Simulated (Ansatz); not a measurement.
```yaml
crystal:
  periodic: [false, false, false]
  atoms:
    - {symbol: Na, position_ang: [-1.256733, -1.215323, -5.746707]}
    - {symbol: Br, position_ang: [-1.784941, -1.448872, -2.648892]}
    - {symbol: Na, position_ang: [-1.728613, -1.248432, 0.012586]}
    - {symbol: Br, position_ang: [-1.455788, -1.417131, 2.900993]}
    - {symbol: Na, position_ang: [-1.110929, -1.296400, 5.794895]}
    - {symbol: Br, position_ang: [-1.540514, 1.478346, -5.817163]}
    - {symbol: Na, position_ang: [-1.395745, 1.201960, -2.789934]}
    - {symbol: Br, position_ang: [-1.503438, 1.446381, -0.023211]}
    - {symbol: Na, position_ang: [-1.469353, 1.384072, 2.474718]}
    - {symbol: Br, position_ang: [-1.729518, 1.409425, 5.907680]}
    - {symbol: Br, position_ang: [1.686222, -1.454701, -5.815135]}
    - {symbol: Na, position_ang: [1.410115, -1.571834, -2.792435]}
    - {symbol: Br, position_ang: [1.698418, -1.504868, 0.121020]}
    - {symbol: Na, position_ang: [1.373490, -1.217594, 2.879124]}
    - {symbol: Br, position_ang: [1.601074, -1.447374, 5.920497]}
    - {symbol: Na, position_ang: [1.118498, 1.072804, -5.605567]}
    - {symbol: Br, position_ang: [1.304479, 1.215295, -3.140483]}
    - {symbol: Na, position_ang: [1.205377, 1.330218, -0.139686]}
    - {symbol: Br, position_ang: [1.620927, 1.672505, 2.536681]}
    - {symbol: Na, position_ang: [0.976727, 1.299858, 5.610236]}
basis:
  gaussian: {orbitals: cc-pVDZ, fitting: {mean_field: def2-universal-jkfit}}
hamiltonian: {xc: {name: RPBE}}
scf: {omitted_lower_state_checks: [starts]}
output: {forces: true}
```

```sh
$ ansatz run in.yaml --threads 8 --pin off --events-out ev --progress --plain --max-ram 19148MiB
```

It prints (some lines left out):

```
Functional definition: RPBE
3780 factors; integrals over basis functions are off by at most 6.9e-2 eV
mean field evaluation 1: about -744598.8009 eV, gradient 4.0e1 eV
mean field evaluation 2: about -744596.6482 eV, gradient 5.2e1 eV
mean field evaluation 4: about -744604.7063 eV, gradient 1.8e0 eV
mean field evaluation 8: about -744604.7223 eV, gradient 8.5e-2 eV
mean field -744604.72229487 eV, -27363.7188331284 hartree, gradient 3.0e-5 eV, S^2 0.000000; 0 other end points of the search recorded, 0 dependent functions left out
reference -744604.72244121 eV, -27363.7188385062 hartree; 230, 230 occupied and 220, 220 virtual orbitals, 3780 factors
Total energy: -744604.72244121 eV, -27363.7188385062 hartree
Atom 0 at    -1.256733    -1.215323    -5.746707 Å, force     0.098622    -0.282004     0.196637 eV/Å
Atom 1 at    -1.784941    -1.448872    -2.648892 Å, force    -0.082089    -0.785977    -0.675183 eV/Å
Atom 2 at    -1.728613    -1.248432     0.012586 Å, force     0.239095    -0.503184     0.445293 eV/Å
Atom 3 at    -1.455788    -1.417131     2.900993 Å, force    -0.347021    -0.329410    -0.033468 eV/Å
Atom 4 at    -1.110929    -1.296400     5.794895 Å, force    -0.302178    -0.098727    -0.063430 eV/Å
Atom 5 at    -1.540514     1.478346    -5.817163 Å, force    -0.525344     0.286012    -0.094408 eV/Å
Atom 6 at    -1.395745     1.201960    -2.789934 Å, force    -0.318606     0.458378    -0.469210 eV/Å
Atom 7 at    -1.503438     1.446381    -0.023211 Å, force    -0.662489     0.768719    -0.953973 eV/Å
Atom 8 at    -1.469353     1.384072     2.474718 Å, force     0.166203     0.119489     1.556129 eV/Å
Atom 9 at    -1.729518     1.409425     5.907680 Å, force    -0.165747     0.209214    -0.129306 eV/Å
Atom 10 at     1.686222    -1.454701    -5.815135 Å, force    -0.074413    -0.917673    -0.078201 eV/Å
Atom 11 at     1.410115    -1.571834    -2.792435 Å, force    -0.066529    -0.103875    -0.051391 eV/Å
Atom 12 at     1.698418    -1.504868     0.121020 Å, force    -0.028943    -0.266086    -0.387733 eV/Å
Atom 13 at     1.373490    -1.217594     2.879124 Å, force     0.196493    -0.041778     0.205150 eV/Å
Atom 14 at     1.601074    -1.447374     5.920497 Å, force     0.251362    -0.003880    -0.124373 eV/Å
Atom 15 at     1.118498     1.072804    -5.605567 Å, force     0.195076     0.602601    -1.188889 eV/Å
Atom 16 at     1.304479     1.215295    -3.140483 Å, force     0.690413     0.618677     1.651687 eV/Å
Atom 17 at     1.205377     1.330218    -0.139686 Å, force     0.510100    -0.086817    -0.300054 eV/Å
Atom 18 at     1.620927     1.672505     2.536681 Å, force    -0.063666     0.240705     0.686850 eV/Å
Atom 19 at     0.976727     1.299858     5.610236 Å, force     0.289661     0.115615    -0.192126 eV/Å
Dipole moment:    -0.494761    -0.157385    -0.233859 e Å
Checks for a lower state left out: starts
```

It took 62 s on 8 threads of AMD EPYC on a shared host, peak host memory 3.9 GiB.
